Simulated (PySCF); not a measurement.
Consider vinyldifluoroborane, `C=CB(F)F` (C2H3BF2). Optimised structure (Å), atoms numbered from 1:
```
C    -1.1719    0.4169   -0.0651
C    -0.2468   -0.4781    0.3071
B     1.2594   -0.1282    0.2680
F     2.1882   -0.9955    0.6281
F     1.6784    1.0616   -0.1297
H    -0.8823    1.4171   -0.4052
H    -2.2442    0.1970   -0.0494
H    -0.5630   -1.4720    0.6416
```

Level of theory: M06-2X/def2-TZVP single points in PySCF, grid level 3; every species was optimised with PBE0-D3(BJ)/def2-SVP. Zero-point and thermal terms (298.15 K, 1 bar) come from unscaled PBE0-D3(BJ)/def2-SVP harmonic frequencies, with soft modes damped to free rotors in the entropy.

Question: Rank these bonds by dissociation enthalpy, weakest first.
A. C2–B3
B. C1–H
C. C2–H
D. B3–F4

Answer: C (425 kJ/mol), B (455 kJ/mol), A (487 kJ/mol), D (719 kJ/mol).

Question: For B3–F4, what are ΔE (electronic) and ΔG(298 K) of the homolysis?

Answer: ΔE = 728 and ΔG = 675 kJ/mol, beside ΔH = 719 kJ/mol. The radicals are `C=C[B]F` and F•.

Known limits: radicals beside a multiple bond are drawn in one resonance form, and their spin spreads.
